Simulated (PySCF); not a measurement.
Polarisability and C₆ of Cu⁺ (copper, charge +1)

[Ar] 3d10, closed-shell 1S. Computed with PySCF 2.14 in dyall-av2z, with no relativity, point nucleus. Coupled (time-dependent) response in atomic units; α is the mean over directions. A double-zeta set is small for polarisabilities.

```tsv
method	mean α (bohr³)	C₆ (like pair)	S(−4)
wB97X-V	6.562	20.61	40.90
```

S(−4) is the Cauchy moment in α(ω) = α(0) + S(−4) ω² + …

α(iu) at wB97X-V:

| u (hartree) | α(iu) (bohr³) |
| --- | --- |
| 0 | 6.562 |
| 0.0500 | 6.462 |
| 0.100 | 6.190 |
| 0.200 | 5.386 |
| 0.300 | 4.590 |
| 0.500 | 3.486 |
| 0.750 | 2.712 |
| 1.00 | 2.223 |
| 1.50 | 1.587 |
| 2.00 | 1.183 |
| 3.00 | 0.7289 |
| 5.00 | 0.3717 |

For an ion, C₆ is the dispersion term alone; charge-induced terms of lower order in 1/R come first.
